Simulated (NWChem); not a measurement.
## C2H5I (SMILES CCI): the vertical ionisation energy from total energies

The species is C2H5I (8 atoms), meant as a singlet with charge 0. SMILES: `CCI`. The coordinates come from a PBE0-D4/def2-TZVP relaxation.

```xyz
8

C    -0.5002    0.5822   -0.2998
C     0.2526   -0.6339    0.1740
I     2.1155   -0.1159    1.1122
H    -1.4388    0.2683   -0.7690
H     0.0745    1.1464   -1.0356
H    -0.7418    1.2503    0.5280
H     0.5289   -1.3008   -0.6398
H    -0.2907   -1.1966    0.9300
```

Both states at this one shape; open shells run unrestricted unless said. 1 Eh = 27.2114 eV.

| level | program | singlet C2H5I (Eh) | doublet C2H5I+ (Eh) |
| --- | --- | --- | --- |
| BP86/3-21G | NWChem | -6969.355724 | -6969.008874 |
| BP86/6-311G** | NWChem | -6999.322883 | -6998.969912 |
| BP86/STO-3G | NWChem | -6931.598680 | -6931.306144 |

**Question.** Work out the vertical ionisation energy at each level.

**Answer.** 
1. BP86/3-21G: -6969.008874 − (-6969.355724) = 0.346850 Eh = 9.44 eV.
2. BP86/6-311G**: -6998.969912 − (-6999.322883) = 0.352971 Eh = 9.60 eV.
3. BP86/STO-3G: -6931.306144 − (-6931.598680) = 0.292536 Eh = 7.96 eV.

No measured value is set beside it here; the levels span 7.96 to 9.60 eV. Spin-orbit coupling, which splits open shells on such heavy atoms by tenths of an eV, is left out. Minimal sets are far from the basis-set limit. All-electron rows are non-relativistic unless named.
